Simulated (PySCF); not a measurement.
trichloro(fluoromethyl)silane (CH2Cl3FSi), SMILES FC[Si](Cl)(Cl)Cl.

Coordinates come from a B3LYP-D3(BJ)/def2-SVP optimisation. Other conformers were not sampled.

Two levels are set side by side: TDDFT-PBE/def2-SVPD (PySCF) and TDDFT-B3LYP/def2-SVPD (PySCF). Vertical, same geometry. The lowest singlet is HOMO→LUMO 98 % with PBE and HOMO−1→LUMO 98 % with the other functional; states are paired by order. Differences are taken from unrounded values.

| quantity | TDDFT-B3LYP |
|---|---|
| lowest singlet excitation (eV) | 7.17 |
| lowest triplet excitation (TDA) (eV) | 6.80 |

Q: What does TDDFT-PBE give, and how far is it from TDDFT-B3LYP? (An estimate is asked for; the answer gives what the named calculation found.)

A: 
| quantity | TDDFT-PBE | TDDFT-PBE minus TDDFT-B3LYP |
|---|---|---|
| lowest singlet excitation (eV) | 6.40 | -0.78 |
| lowest triplet excitation (TDA) (eV) | 6.11 | -0.68 |

Functionals without exact exchange tend to place singlet excitations lower, as here. Differences between two approximate levels are no errors against the true value.

Rough cost on one machine, each run with all the roots and properties that it gave: TDDFT-B3LYP against TDDFT-PBE about 5 times.
